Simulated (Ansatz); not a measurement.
The cluster MgF₃⁻, relaxed as a singlet with RKS r2SCAN-D4/def2-TZVPD in Ansatz, starting from the GFN2-xTB geometry. Force threshold 0.02 eV/Å.

The structure comes from a short search, and lower isomers may exist.

Start:

```xyz
4

Mg    0.0012    0.0008   -0.0006
F     0.7726    1.5138    0.4424
F    -1.7279   -0.2024    0.2260
F     0.9542   -1.3121   -0.6677
```

```
        step  energy (eV)  largest force component (eV/Å)  SCF passes
           1  -13602.2894                           1.109          14
           2  -13602.3541                           0.635          18
3 (rejected)  -13602.3036                           0.762          18
           4  -13602.3989                           0.009          17
```

Force components are those of the run's own axes.

End:

Cartesian coordinates in Å:
```
Mg 0.000 -0.001 0.001
F 0.800 1.568 0.457
F -1.791 -0.208 0.234
F 0.990 -1.359 -0.693
```

By distances, no bond broke or formed. The bond that changes most is Mg1–F4, from 1.75 to 1.82 Å (atoms count from 1).

No frequencies were taken in this run, so the end may be a saddle point.

Hardware: 4 threads of Arm Neoverse V1 on a shared host. Wall time 4.4 s.
